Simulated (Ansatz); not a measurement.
`CC(C)[O][AlH][Cl]` → `[OH][AlH][Cl]` + propene at 298.15 K and 1 bar (alkene loss).

Program: Ansatz. Geometries: PBE0-D4/def2-TZVP. ΔE: electronic, gas phase. CCSD(T)/CBS adds triple-zeta CCSD(T) − MP2 to the extrapolated MP2 energy (def2 sets, frozen cores). This one scheme is used for every species. Each species was taken in one conformer, which may not be the lowest.

```tsv
species	CCSD(T)/CBS energy (Eh)	H − E (kJ/mol)	S (J/(mol·K))
`CC(C)[O][AlH][Cl]`	-896.06689	306.4	396.5
`[OH][AlH][Cl]`	-778.29577	72.5	288.8
`C=CC`	-117.74610	222.5	264.5
```

H − E and S are ideal-gas, rigid-rotor, harmonic terms from PBE0-D4/def2-TZVP, for one conformer and one mirror image of each species. 1 Eh = 2625.50 kJ/mol, R = 8.31446 J/(mol·K).

**Question.** By hand: ΔE, ΔH, ΔS and ΔG.

**Answer.** ΔE = (-778.29577) + (-117.74610) − (-896.06689) = 0.02502 Eh = 65.7 kJ/mol. Δ(H − E) = 72.5 + 222.5 − 306.4 = -11.4, so ΔH = 54.3 kJ/mol. ΔS = 288.8 + 264.5 − 396.5 = 156.8 J/(mol·K). ΔG = 54.3 − 298.15 × (156.8)/1000 = 7.6 kJ/mol.

**Question.** By hand: the equilibrium constant, and the temperature at which ΔG would vanish if ΔH and ΔS stayed fixed.

**Answer.** log₁₀ K = −ΔG/(RT ln 10) = -1.3. ΔG = 0 at ΔH/ΔS = 346 K.

The number of gas molecules changes by +1, which sets the sign of ΔS. A doubt of 5 kJ/mol in ΔE shifts log₁₀ K by 0.9 here. Other conformers and mirror images would add mixing entropy, several J/(mol·K) or more a flexible species. Modes under 60 cm⁻¹, often nearly free rotors, make the harmonic entropy too high. These are equilibria of isolated gas molecules and say nothing of rates. Largest T1 diagnostic: 0.011 (customary marks: 0.02 for closed shells, 0.045 for open ones).
